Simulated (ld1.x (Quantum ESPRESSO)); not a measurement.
## Ranking TM potentials for Mo

All share these settings but for the change named:

molybdenum (Mo), norm-conserving Troullier–Martins (Kleinman–Bylander form), made with ld1.x (Quantum ESPRESSO) 7.5 (PBE, scalar-relativistic). Core [Ar] 3d10 4s2, reference 4p6 4d5 5s0 5p0 (charge +1). Waves: 4p (bound): rc 1.30 bohr; 4d (bound): rc 1.95 bohr; 5s (bound, empty): rc 2.05 bohr. Local part: the s channel. Core correction: none.

Cutoff: the first of the cutoffs (Ry, on a coarse ladder) from which the occupation-weighted sum of valence levels, in a spherical-Bessel basis at the reference potential, stays within 10 and 1 mRy of its value at 400 Ry; the density cutoff is not measured.

The base gives 80 Ry.

Of 8 variants that were run, those that failed, showed a ghost or another fault, or gave nearly equal values are left out.

Rank these variants from softest to hardest (loose cutoff).
A. all radii scaled by about 1.29 (s 2.64, p 1.68, d 2.52 bohr)
B. all radii scaled by about 1.40 (s 2.86, p 1.82, d 2.72 bohr)
C. all radii scaled by about 1.14 (s 2.34, p 1.48, d 2.22 bohr)

B (35 Ry), A (45 Ry), C (55 Ry).
